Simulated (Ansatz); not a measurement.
BrF2HSi (`F[SiH](F)Br`), relaxed with RKS PBE-D4/def2-SVP in the Gaussian-basis code of Ansatz from a rough embedded geometry. The force threshold is 0.03 eV/Å; the program also tests the step.

Charge 0, multiplicity 1.

Start:

```xyz
5

F    -0.973    0.278    1.314
Si    0.057   -0.004    0.103
F     1.174    1.147    0.027
Br   -0.954   -0.087   -1.794
H     0.696   -1.335    0.350
```

Question: How much energy does the relaxation release, and in how many steps? (Best estimate.)

Answer: Ansatz gave: 0.05 eV, in 4 steps.

Question: Which bonds change most? (Estimate.)

Answer: Computed: Si2–Br4 from 2.152 to 2.205 Å; Si2–F3 from 1.606 to 1.621 Å; Si2–H5 from 1.496 to 1.485 Å; F1–Si2 from 1.615 to 1.621 Å.

Question: Give the relaxed structure. (An estimate is asked.)

Answer: The calculation gave: 
```xyz
5

F    -0.973    0.306    1.287
Si    0.071   -0.040    0.097
F     1.176    1.145    0.065
Br   -1.010   -0.072   -1.825
H     0.736   -1.338    0.376
```
